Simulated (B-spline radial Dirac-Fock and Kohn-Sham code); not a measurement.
# Ag⁺: eigenvalues, ΔSCF and the reference

System: the Ag⁺ ion, configuration [Kr] 4d9 5s1 (not the ground configuration).

The density-functional columns are spherical, spin-unpolarised Dirac-Kohn-Sham results without Breit or QED terms: −ε is minus the orbital energy of the initial state and ΔSCF the difference of two total energies. The reference in the last column comes from Dirac-Fock ΔSCF + Breit + QED. All numbers are from a radial atomic solver, in eV; a selection of levels is shown. For the 1s level of heavy atoms much of the gap between ΔSCF and the reference is the Breit and QED part, -78.4 eV here; for other levels the error of the functional can be larger.

```
     level   LDA −ε  LDA ΔSCF  Dirac-Fock
    K (1s)  25295.8   25606.5     25535.9
   L1 (2s)   3735.6    3789.1      3835.5
L2 (2p1/2)   3474.6    3541.3      3547.7
L3 (2p3/2)   3299.6    3362.6      3374.8
   M1 (3s)    695.0     712.9       743.1
M2 (3p1/2)    591.1     609.4       628.4
M3 (3p3/2)    560.2     578.0       597.1
M4 (3d3/2)    375.3     394.7       395.6
N2 (4p1/2)    74.83     82.77       87.09
N3 (4p3/2)    69.63     77.43       81.99
 N4,5 (4d)    19.48     26.20       24.16
   O1 (5s)    13.14     17.10       15.17
```

Values without a named source are computed, but for edge energies of neutral atoms, which are taken from tables.
